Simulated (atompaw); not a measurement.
**u(r) = r·R(r): atom against pseudo-atom (magnesium)**

Columns: radius, all-electron u(r) and pseudo u(r) of the 2s shell (level -79.85 eV) of magnesium in the configuration [He] 2s2 2p6 3s2 3p0; PBE, scalar-relativistic, PAW (atompaw) scheme, atompaw 4.2.0.5.

```csv
r (bohr),all-electron,pseudo
0.058,-0.5546,0.2287
0.115,-0.4131,0.4452
0.173,-0.0437,0.6490
0.231,0.3478,0.8293
0.288,0.6750,0.9781
0.346,0.9258,1.0970
0.404,1.0944,1.1813
0.462,1.1923,1.2311
0.519,1.2336,1.2484
0.577,1.2332,1.2377
0.635,1.2022,1.2031
0.692,1.1510,1.1511
0.750,1.0856,1.0856
0.808,1.0122,1.0122
0.865,0.9366,0.9366
0.923,0.8591,0.8591
0.981,0.7831,0.7831
1.038,0.7114,0.7114
1.096,0.6425,0.6425
1.154,0.5781,0.5781
1.212,0.5185,0.5185
1.269,0.4646,0.4646
1.327,0.4146,0.4146
1.385,0.3692,0.3692
1.442,0.3288,0.3288
1.500,0.2917,0.2917
```

Q: How many radial nodes do the two functions have?

A: The all-electron 2s function has n − l − 1 = 1; the pseudo-wave has 0, since the states of the same l below it are removed with the core.

Q: At about which radius was the pseudo-wave matched?

A: 0.80 bohr. The columns agree to 0.0005 from 0.69 bohr on; several derivatives are matched, so the curves merge somewhat inside the radius.

Q: Is the pseudo-wave norm-conserving?

A: No, it belongs to a PAW set: the norm inside the radius is not constrained, and the difference is carried by the augmentation charge.
